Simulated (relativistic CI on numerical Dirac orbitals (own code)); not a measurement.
Pm: calculation against measurement

Method of calculation: Dirac-Coulomb-Breit CI, orbitals from a KLI potential per configuration, QED by a radiative potential, valence Slater integrals scaled by 0.85, P86 correlation estimate, and configurations built on the next ion tied to the tabulated ionisation energy (semi-empirical) (own radial code, finite nucleus).

CI space (outside the closed core [Xe]): 4f⁵6s², 4f⁵6s6d, 4f⁵6s7s, 4f⁵6s7p, 4f⁵6s6p, 4f⁴6s²8s, 4f⁵7s². The list is cut by size and lacks configurations that can hold low levels.

```tsv
Configuration	Term (tabulated)	J	Measured (cm⁻¹)	Computed	Error	Purity (%)
4f⁵6s²	6H°	5/2	0.0	0	0	96
4f⁵6s²	6H°	7/2	803.8	831	27	97
4f⁵6s²	6H°	9/2	1748.8	1813	65	98
4f⁵6s²	6H°	11/2	2797.1	2906	109	98
4f⁵6s²	6H°	13/2	3919.0	4077	158	97
4f⁵6s²	6H°	15/2	5089.8	5296	207	96
```

Measured levels from NIST Handbook of Basic Atomic Spectroscopic Data (Sansonetti and Martin, J. Phys. Chem. Ref. Data 34, 1559 (2005)); pairs were made by configuration, J and term (by order where the table uses no LS term), so strongly mixed levels may be paired wrongly.

Mean error by configuration (cm⁻¹): 4f⁵6s² 113. Over the excited levels the mean absolute error is 113 cm⁻¹ (5 of the 28 excited levels that our extract of the source holds in range could be paired, and the others can miss by more), and the median relative error of those above 1,000 cm⁻¹ is 4 %. Some levels of the ground configuration have no partner.
